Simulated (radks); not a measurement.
Spherical quantum dot in the effective-mass picture: electrons in a hard-walled sphere of radius 4.03, all in effective atomic units (hartree* = m*/eps^2 hartree, bohr* = eps/m* bohr), one dielectric constant everywhere. Method: non-relativistic Kohn-Sham, LDA (Slater exchange, Perdew-Wang correlation), spin-polarised, spherical densities; computed with a radial shooting solver with Libxc functionals. Levels are named by radial order and angular momentum (1s, 1p, 1d, 2s, ...), and open shells are averaged over m. Results are scaled to m* = 0.224 and eps = 17, for which hartree* = 21.09 meV and bohr* = 4.016 nm.

N = 9, configuration 1s2 1p6 1d(up 1, down 0). This is the lowest configuration that the search found. Occupied and some empty levels:

level    occupation  eigenvalue (meV)  <r> (nm)
1s up             1            66.612     9.958
1s down           1            66.984     9.929
1p up             3            70.859     10.67
1p down           3            71.263     10.66
1d up             1            77.565     11.20
1d down           0            77.986     11.19
1f up             0            86.371     11.61
1f down           0            86.799     11.61
2s up             0            87.645     7.487
2s down           0            87.837     7.492
2p up             0            99.526     8.564
2p down           0            99.770     8.561

Energy (meV): total 360.902, kinetic 125.91, external 0, Hartree 294.90, exchange-correlation -59.915.
